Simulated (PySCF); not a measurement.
Delta-SCF ions had no search for a lower state. Excitations are Tamm–Dancoff values on a coarser integration grid. The basis has no diffuse functions, so Rydberg states are missing or too high.

Cartesian coordinates (Å):
```xyz
26

B      0.0395     0.0308    -0.0546
C      0.5933     1.5008     0.3630
H      0.9842     1.9801    -0.5518
H      1.4336     1.4896     1.0799
H     -0.1708     2.1963     0.7571
C      1.2480    -0.9991    -0.4026
H      1.9396    -1.2116     0.4336
H      1.8684    -0.5298    -1.1863
H      0.9208    -1.9690    -0.8178
C     -1.0566     0.1107    -1.2524
H     -1.5810    -0.8375    -1.4734
H     -0.5166     0.3720    -2.1794
H     -1.8255     0.8926    -1.1207
C     -2.0780     0.0909     1.5810
N     -0.8011    -0.6250     1.3674
C      0.0394    -0.4683     2.5747
C     -1.0893    -2.0628     1.1721
H     -2.5555    -0.2505     2.5147
H     -2.7516    -0.0997     0.7391
H     -1.8859     1.1683     1.6416
H      1.0213    -0.9212     2.3960
H     -0.4394    -0.9577     3.4393
H      0.1768     0.5961     2.7914
H     -1.6923    -2.4486     2.0110
H     -1.6386    -2.1998     0.2336
H     -0.1494    -2.6215     1.1147
```
Charge 0, spin multiplicity 1.

Q: Predict the dipole moment, charge on the central atom (Mulliken), vertical ionisation energy (Delta-SCF), T1 excitation (TDA), S1 excitation (TDA), HOMO, LUMO and S1 oscillator strength from M06-2X/def2-TZVP // B3LYP-D3(BJ)/def2-SVP (PySCF 2.14.0).

A: 
dipole moment: 4.47 D
charge on the central atom (Mulliken): 0.15 e
vertical ionisation energy (Delta-SCF): 9.40 eV
T1 excitation (TDA): 7.55 eV
S1 excitation (TDA): 7.64 eV
HOMO: -8.55 eV
LUMO: 1.32 eV
S1 oscillator strength: 0.040
